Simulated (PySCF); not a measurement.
Start geometry of `C([C@@H](C1C=C1)F)F` from a GFN2-xTB structure with every atom displaced at random (by about 0.01 Å) (Å):
```
atom  x, y, z in Å
F1    -1.4862    1.6096   -0.1966
C2    -1.7255    0.3307    0.1690
C3    -0.5795   -0.5356   -0.3306
F4    -0.9086   -1.8518   -0.1536
C5     0.7238   -0.2726    0.4195
C6     2.0495   -0.3800   -0.2652
C7     1.6565    0.8233   -0.0305
H8    -2.6478    0.0179   -0.2854
H9    -1.7950    0.3172    1.2821
H10   -0.4218   -0.3898   -1.3912
H11    0.6377   -0.5013    1.4980
H12    2.7701   -1.0735   -0.6364
H13    1.7328    1.8891   -0.0895
```

What comes out of this run: PySCF 2.14.0, PBE0-D3(BJ)/def2-SVP geometry optimisation, gas phase?

```
atom  x, y, z in Å
F1    -1.3957    1.3516   -0.7163
C2    -1.7223    0.0585   -0.3998
C3    -0.4713   -0.7991   -0.4335
F4    -0.8819   -2.1016   -0.2269
C5     0.5344   -0.3998    0.6135
C6     2.0093   -0.4089    0.3466
C7     1.4528    0.7616    0.3851
H8    -2.4618   -0.3216   -1.1242
H9    -2.1708    0.0325    0.6086
H10   -0.0133   -0.7281   -1.4369
H11    0.1626   -0.6022    1.6339
H12    2.8926   -1.0327    0.2399
H13    1.5092    1.8445    0.3228
```

The energy falls by 2.3 kcal/mol over 8 energy and gradient evaluations, the largest force component goes from 0.0233 to 4.1e-04 Eh/bohr, and the atoms move by 0.068 Å rms after alignment. The bond that changes most is C2–H8 (sp3 C–F carbon to methylene hydrogen), which lengthens by 0.028 Å. Bonds longer at the end by more than 0.005 Å: 7 of 13; shorter: 3. Among the angles that change most is C6–C7–H13, from 154.0° to 151.2°. Rotational constants go from 3504, 2307, 1487 to 3406, 2384, 1495 MHz. The orientation of the end geometry is arbitrary; only internal coordinates are fixed.

The run used 128 basis functions and 53 SCF cycles in all.

No PBE0-D3(BJ)/def2-SVP frequencies stand behind this structure, so it isn't proved a minimum. One conformer, not necessarily the lowest.
